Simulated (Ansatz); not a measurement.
Geometry optimisation, RHF/6-31G* in Ansatz 0.2.0.

input.yaml

```yaml
crystal:
  periodic: [false, false, false]
  atoms:
    - { symbol: Si, position_ang: [0.0, 0.0, 0.0] }
    - { symbol: H, position_ang: [0.0, 0.0, 1.81] }
    - { symbol: H, position_ang: [1.3768, 0.0, -0.4862] }
    - { symbol: F, position_ang: [-0.7489, 1.2974, -0.5295] }
    - { symbol: F, position_ang: [-0.7489, -1.2974, -0.5295] }
    - { symbol: Si, position_ang: [-2.3914, 0.0, 0.7946] }
    - { symbol: H, position_ang: [-3.1794, -0.9102, -0.0313] }
    - { symbol: H, position_ang: [-2.4426, -0.4389, 2.1861] }
    - { symbol: H, position_ang: [-2.9397, 1.3491, 0.69] }
    - { symbol: H, position_ang: [-0.9452, 0.0, 1.8966] }
basis:
  gaussian: { orbitals: "6-31G*" }
hamiltonian:
  xc: hf
relax:
  f_tol: 0.15
  max_steps: 25
  restrain:
    - { distance: [0, 5], at: 3.42, k: 30.0 }
    - { distance: [9, 1], at: 1.86, k: 30.0 }
    - { distance: [0, 1], at: 1.46, k: 30.0 }
    - { distance: [9, 5], at: 1.46, k: 30.0 }
```

Launched with:

```bash
$ ansatz run input.yaml --threads 1 --pin off --max-ram 2048MiB --backend cpu --events-out ev --progress --plain --runs-dir out
```

Problem. Where does it end, and by what steps?

Solution. The forces met the threshold. The restraints hold the end off the free minimum; the threshold counts their pulls, which the force column leaves out. Restrained pairs: Si1–Si6 (2.52 → 3.44 Å), H2–H10 (0.95 → 1.88 Å), Si1–H2 (1.81 → 1.46 Å), Si6–H10 (1.82 → 1.46 Å). After 9 steps the energy has fallen by 7.658 eV (the restraints' own energy left out); H8 moved furthest, 1.18 Å.

```
step  energy less start (eV)  largest force component (eV/Å)  accepted
   0                  0.0000                           3.762       yes
   1                 -2.1624                           4.210       yes
   2                 -3.6272                           5.795       yes
   3                 -5.1235                           5.342       yes
   4                 -6.2684                           3.275       yes
   5                 -7.0482                           1.451       yes
   6                 -7.4540                           0.587       yes
   7                 -7.6081                           0.676       yes
   8                 -7.6520                           0.773       yes
   9                 -7.6576                           0.689       yes
```

```xyz
10
Properties=species:S:1:pos:R:3
Si 0.387 -0.059 -0.122
H 0.465 0.050 1.328
H 1.661 0.140 -0.812
F -0.631 1.027 -0.665
F -0.179 -1.485 -0.504
Si -2.740 0.068 1.306
H -2.861 -0.698 0.058
H -3.611 -0.542 2.331
H -3.153 1.465 1.091
H -1.357 0.033 1.789
```

Time of the run: 16 s on 1 thread of Arm Neoverse V1, on a shared host, peak memory 0.14 GiB.
